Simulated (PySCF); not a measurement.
Isomers of C3H4O. All species are isolated molecules in the gas phase. One relaxed conformer stands for each flexible species; it need not be the lowest. Strings in code marks are SMILES.

The LUMO from two functionals at the same geometries (B3LYP-D3(BJ)/def2-TZVP), both in PySCF: PBE-D3(BJ)/def2-TZVP and B3LYP-D3(BJ)/def2-TZVP. B3LYP has the VWN-RPA correlation part, as in Gaussian. 

```
species      PBE-D3(BJ)/def2-TZVP (eV)  B3LYP-D3(BJ)/def2-TZVP (eV)
-----------  -------------------------  ---------------------------
`O=C1CC1`                        -2.09                        -1.21
`C(=O)=CC`                       -1.96                        -1.11
`C=C=CO`                         -1.28                        -0.57
`C1=C(O1)C`                      -0.84                        -0.09
```

Over these rows, drawn at random from the members with no instability flagged (it was tested for open shells, ions and some series alone), PBE minus B3LYP-D3(BJ): mean -0.80 eV, from -0.88 eV to -0.71 eV.
